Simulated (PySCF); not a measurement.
Compound: VSeMe3, C3H9SeV (singlet state).
Structure used (PBE0-D3(BJ)/def2-SVP), in Å, numbered top down from 1:
```
atom  x, y, z in Å
V1     0.009    0.001    0.461
Se2    0.047    0.013    2.586
C3     1.885   -0.012   -0.184
H4     2.455    0.844    0.208
H5     1.809    0.045   -1.287
H6     2.374   -0.952    0.118
C7    -0.942    1.637   -0.145
H8    -1.986    1.625    0.206
H9    -0.906    1.595   -1.250
H10   -0.438    2.544    0.223
C11   -0.953   -1.634   -0.128
H12   -1.997   -1.608    0.223
H13   -0.460   -2.543    0.246
H14   -0.917   -1.600   -1.234
```

Method used: PySCF 2.14.0, PBE0-D3(BJ)/def2-SVP geometry optimisation, gas phase.

(1) Which atoms are bound to V1, and at what distances?

(2) List the angles at V1.

(3) What is the shape at V1?

(4) What are the other bond lengths?

## Answers

(1) 4 atoms: C3 1.985 Å, C11 1.986 Å, C7 1.987 Å, Se2 2.125 Å. The nearest atom not counted as bound is H14, at 2.51 Å (others tie with it).

(2) 
```csv
angle,degrees,distance of the outer atoms (Å)
C3–V1–C7,111.0,3.27
C3–V1–C11,110.9,3.27
C7–V1–C11,110.8,3.27
Se2–V1–C11,108.0,3.33
Se2–V1–C7,108.0,3.33
Se2–V1–C3,108.0,3.33
```

(3) Tetrahedral: angles from 108.0° to 111.0°; τ4 = (360° − α − β)/141° = 0.98 with α and β the two widest (0 for a square, 1 for a tetrahedron).

(4) C3–H4 and 8 like bonds 1.103 Å.

Point group: near C3v, missed by 0.14 Å at most; the miss may be what the optimiser left on a soft mode (Cs holds within 0.08 Å). Charge 0, singlet. Whether it is a minimum is left open (no frequencies).

The run took 4.0 min wall, 3.5 min CPU on one thread of an AMD EPYC, no GPU, shared host with 64 logical CPUs at a one-minute load of 61, and the process peaked at 0.58 GiB of memory. That covers the optimisation of the geometry.
